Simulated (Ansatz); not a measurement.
```yaml
crystal:
  periodic: [false, false, false]
  atoms:
    - {symbol: Ge, position_ang: [-0.261695, -0.058852, -0.178540]}
    - {symbol: Br, position_ang: [-0.109242, -0.059857, 2.402908]}
    - {symbol: Br, position_ang: [2.011101, -0.039615, -0.886959]}
    - {symbol: H, position_ang: [-0.938194, 1.279331, -0.467890]}
    - {symbol: H, position_ang: [-0.825391, -1.382104, -0.507907]}
basis:
  gaussian: {orbitals: def2-TZVPP}
hamiltonian: {xc: {name: B97}}
scf: {omitted_lower_state_checks: [starts]}
output: {forces: true}
```

```sh
$ ansatz run in.yaml --threads 4 --pin off --events-out ev --progress --plain --max-ram 3916MiB
```

Shortened log:

```
Functional definition: B97
1333 factors; their error is unknown
mean field evaluation 1: about -196634.1363 eV, gradient 2.2e1 eV
mean field evaluation 2: about -196633.1756 eV, gradient 3.3e1 eV
mean field evaluation 4: about -196634.9648 eV, gradient 1.0e0 eV
mean field evaluation 8: about -196635.8447 eV, gradient 4.5e-1 eV
mean field evaluation 16: about -196635.8449 eV, gradient 3.3e-5 eV
mean field -196635.84489044 eV, -7226.2340151608 hartree, gradient 3.3e-5 eV, S^2 0.000000; 0 other end points of the search recorded, 0 dependent functions left out
reference -196635.84491208 eV, -7226.2340159563 hartree; 52, 52 occupied and 120, 120 virtual orbitals, 1333 factors
Total energy: -196635.84491208 eV, -7226.2340159563 hartree
Atom 0 at    -0.261695    -0.058852    -0.178540 Å, force     1.744670     0.863253     2.376320 eV/Å
Atom 1 at    -0.109242    -0.059857     2.402908 Å, force    -0.198500    -0.015708    -1.979184 eV/Å
Atom 2 at     2.011101    -0.039615    -0.886959 Å, force    -0.974311     0.044166     0.148270 eV/Å
Atom 3 at    -0.938194     1.279331    -0.467890 Å, force    -0.047108    -0.107772    -0.191250 eV/Å
Atom 4 at    -0.825391    -1.382104    -0.507907 Å, force    -0.524752    -0.783939    -0.354156 eV/Å
Dipole moment:    -0.377802    -0.006372    -0.529642 e Å
Checks for a lower state left out: starts
```

Hardware: 4 threads of Intel Xeon on a shared host. Wall time 12 s, peak host memory 0.59 GiB.
